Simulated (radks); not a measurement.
Isoelectronic series with 26 electrons, each ion in its NIST ground configuration. Calculated with a radial shooting solver on a logarithmic mesh with Libxc functionals: scalar-relativistic Kohn-Sham, SCAN, spin-polarised, spherical densities, finite nucleus; open shells are filled with parallel spins first (spin-orbit coupling, left out, can overturn this in heavy ions); meta-GGA in the generalised Kohn-Sham scheme; Fermi nuclear charge, rms radius of each element as measured or else 0.836 A^(1/3) + 0.57 fm. Total energies (hartree) and orbital eigenvalues (eV):

ion    configuration  E (hartree)    3d down      3d up    3p down      3p up
Cu3+        [Ar] 3d8  -1652.79294   -47.3865   -50.4779  -118.6483  -121.8351
Ge6+        [Ar] 3d8  -2087.88563  -131.2450  -135.3205  -222.0198  -225.9039
Br9+        [Ar] 3d8  -2578.12907  -245.3725  -250.3610  -356.0472  -360.5867
Sr12+       [Ar] 3d8  -3123.98783  -388.2277  -394.0851  -519.2694  -524.4479
Nb15+       [Ar] 3d8  -3726.08539  -559.2313  -565.9267  -711.2736  -717.0861
Ru18+       [Ar] 3d8  -4385.16043  -758.1163  -765.6272  -931.9773  -938.4244
Ag21+       [Ar] 3d8  -5102.06176  -984.7540  -993.0641  -1181.447  -1188.532
Sn24+       [Ar] 3d8  -5877.73297  -1239.089  -1248.187  -1459.834  -1467.561
I27+        [Ar] 3d8  -6713.23120  -1521.112  -1530.990  -1767.347  -1775.721
Ba30+       [Ar] 3d8   -7609.7268  -1830.842  -1841.497  -2104.240  -2113.265
Pr33+       [Ar] 3d8   -8568.5180  -2168.322  -2179.751  -2470.803  -2480.485
Sm36+       [Ar] 3d8   -9590.9988  -2533.613  -2545.817  -2867.364  -2877.707
Tb39+       [Ar] 3d8  -10678.8242  -2926.785  -2939.767  -3294.277  -3305.287
Er42+       [Ar] 3d8  -11833.6128  -3347.929  -3361.692  -3751.935  -3763.616
Lu45+       [Ar] 3d8  -13057.3700  -3797.139  -3811.688  -4240.757  -4253.114
W48+        [Ar] 3d8  -14352.2917  -4274.522  -4289.864  -4761.195  -4774.232
Ir51+       [Ar] 3d8  -15720.6544  -4780.196  -4796.337  -5313.733  -5327.456
